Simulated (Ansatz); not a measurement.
Reaction (formal exchange of groups at the Se–C bond): `[SeH]C1=NC1` + `OBOCO` → `OCOB[SeH]` + `OC1=NC1`

Gas-phase electronic energies from Ansatz, PBE0-D4/def2-TZVP geometries. CCSD(T)/CBS adds triple-zeta CCSD(T) − MP2 to the extrapolated MP2 energy (def2 sets, frozen cores). DFT in def2-TZVPP. B3LYP here is the variant with VWN-RPA as its local correlation; programs differ in this. For Se outer-core shells are correlated without core-valence functions, which leaves a few kJ/mol of doubt a bond. Scalar relativity is left out up to krypton. One conformer a species, not always the lowest.

Problem. Is it downhill or uphill in electronic energy at CCSD(T)/CBS, and by how much? (Best estimate.)

Solution. Computed: Uphill: ΔE = +87.2 kJ/mol.

Problem. What do these levels give: r2SCAN-D4, ωB97M-V, PBE, B3LYP, SCS-MP2/def2-TZVPP, SCS-MP2/def2-QZVPP? (An estimate is asked.)

Solution. Computed: r2SCAN-D4 81.7, ωB97M-V 85.0, PBE 77.5, B3LYP 88.1, SCS-MP2/def2-TZVPP 94.6, SCS-MP2/def2-QZVPP 94.8 kJ/mol.

Largest T1 diagnostic among the species: 0.013.
